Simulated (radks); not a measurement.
All-electron atom: neutral zinc in [Ar] 3d10 4s2 (the NIST ground configuration). Calculated with a radial shooting solver on a logarithmic mesh with Libxc functionals: scalar-relativistic Kohn-Sham, LDA (Slater exchange, Perdew-Wang correlation), spin-polarised, spherical densities, finite nucleus; Fermi nuclear charge, rms radius 3.9283 fm.

Unscreened Slater integrals over Kohn-Sham orbitals (eV). They are taken over the spin-up orbitals.

integral     value
F0(4s,4s)   9.3818
F0(4s,3d)   12.113
G2(4s,3d)   1.3271
F0(4s,3p)   12.367
G1(4s,3p)  0.59098
F0(4s,3s)   12.401
G0(4s,3s)  0.42496
F0(3d,3d)   28.262
F2(3d,3d)   12.706
F4(3d,3d)   7.8390
F0(3d,3p)   30.990
F2(3d,3p)   14.346
G1(3d,3p)   17.702
G3(3d,3p)   10.682
F0(3d,3s)   31.577
G2(3d,3s)   13.354
F0(3p,3p)   34.485
F2(3p,3p)   17.154
F0(3p,3s)   35.182
G1(3p,3s)   23.221
F0(3s,3s)   35.944
